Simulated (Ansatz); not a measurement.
Program: Ansatz. Geometries: PBE0-D4/def2-TZVP. ΔE: electronic, gas phase. CCSD(T)/CBS is the MP2 limit (def2-TZVPP, def2-QZVPP) plus CCSD(T) − MP2 in def2-TZVPP, frozen cores. Functionals use def2-TZVPP. One conformer a species, not always the lowest.

Consider the isomerisation: `OC[SiH2]F` → `CO[SiH2]F`.

```json
{"level": "ωB97M-V", "ΔE (kcal/mol)": "-30.0"}
{"level": "BHLYP", "ΔE (kcal/mol)": "-32.5"}
{"level": "HF/def2-QZVPP", "ΔE (kcal/mol)": "-35.1"}
{"level": "MP2/CBS(def2)", "ΔE (kcal/mol)": "-31.5"}
```

(1) What does CCSD(T)/CBS give? (Estimate.)

Largest T1 diagnostic among the species: 0.011.

## Answers

(1) The calculation gave: -30.7 kcal/mol. The listed levels differ from it by 0.7, -1.8, -4.4, -0.8 kcal/mol.

Leaving LDA and LC-ωPBE aside and taking each functional with its dispersion term where it has one, the values, not all of them listed here, spread over 5.6 kcal/mol, from BHLYP-D4 to revPBE-D4. In def2-TZVPP, CCSD(T) changes the Hartree–Fock value by +3.8 kcal/mol (the triples alone add +0.5 kcal/mol) and MP2 by +3.0 kcal/mol. From PBE to PBE0 (25 % exact exchange), in def2-TZVPP and without D4, ΔE moves by −1.4 kcal/mol.
